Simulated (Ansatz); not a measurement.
Cl₂FNbS, SMILES `[F][Nb](=[S])([Cl])[Cl]`, relaxed with RKS PBE0-D4/def2-TZVP in Ansatz from a PBE-D4/def2-SVP geometry. The force threshold is 0.005 eV/Å; the program also tests the step.

Total charge 0; spin multiplicity 1. Nb: def2 effective core potential.

Start:

```xyz
5

F    -1.536    0.796   -0.899
Nb   -0.065    0.041   -0.046
S    -0.802   -1.304    1.457
Cl    1.207   -1.172   -1.510
Cl    1.195    1.639    0.999
```

**Question.** How much energy does the relaxation release, and in how many steps? (An estimate is asked.)

**Answer.** The calculation gave: 0.65 kcal/mol, in 4 steps.

**Question.** Which bonds change most? (Estimate.)

**Answer.** The calculation gave: Nb2–S3 from 2.147 to 2.119 Å; Nb2–Cl5 from 2.288 to 2.265 Å; Nb2–Cl4 from 2.288 to 2.265 Å; F1–Nb2 from 1.861 to 1.844 Å.

**Question.** Give the relaxed structure. (An estimate is asked.)

**Answer.** Computed: 
```xyz
5

F    -1.518    0.791   -0.893
Nb   -0.067    0.036   -0.041
S    -0.793   -1.291    1.443
Cl    1.195   -1.156   -1.494
Cl    1.184    1.621    0.985
```
